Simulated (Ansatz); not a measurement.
Start from `N[SiH2][SiH3]` and change one atom or group to get `[SiH3][SiH2][InH2]`.

Ansatz, PBE0-D4/def2-TZVP geometries, multiplicity 1. Each molecule was computed in one conformer, which needn't be the lowest.

Elements past krypton have def2 core potentials.

| property | `N[SiH2][SiH3]` |
| --- | --- |
| LUMO energy (PBE0/def2-TZVPP) / eV | -0.13 |
| HOMO energy (B3LYP/def2-TZVPP) / eV | -7.13 |
| LUMO energy (B3LYP/def2-TZVPP) / eV | -0.35 |
| HOMO energy (PBE0/def2-TZVPP) / eV | -7.34 |
| HOMO–LUMO gap (B3LYP/def2-TZVPP) / eV | 6.78 |
| HOMO–LUMO gap (ωB97M-V/def2-TZVPP) / eV | 11.09 |

What does the change do to each property? (Estimate.)

The calculation gave: 
```csv
property,`[SiH3][SiH2][InH2]`,shift
LUMO energy (PBE0/def2-TZVPP) / eV,-2.21,-2.08
HOMO energy (B3LYP/def2-TZVPP) / eV,-7.06,0.07
LUMO energy (B3LYP/def2-TZVPP) / eV,-2.47,-2.12
HOMO energy (PBE0/def2-TZVPP) / eV,-7.25,0.09
HOMO–LUMO gap (B3LYP/def2-TZVPP) / eV,4.60,-2.18
HOMO–LUMO gap (ωB97M-V/def2-TZVPP) / eV,8.50,-2.59
```

With PBE0 the HOMO rises by 0.09 eV and the LUMO falls by 2.08 eV, so the gap narrows by about 2.17 eV. PBE moves the HOMO by -0.28 eV and ωB97M-V by 0.40 eV.

B3LYP here is the variant with VWN-RPA as its local correlation; programs differ in this.
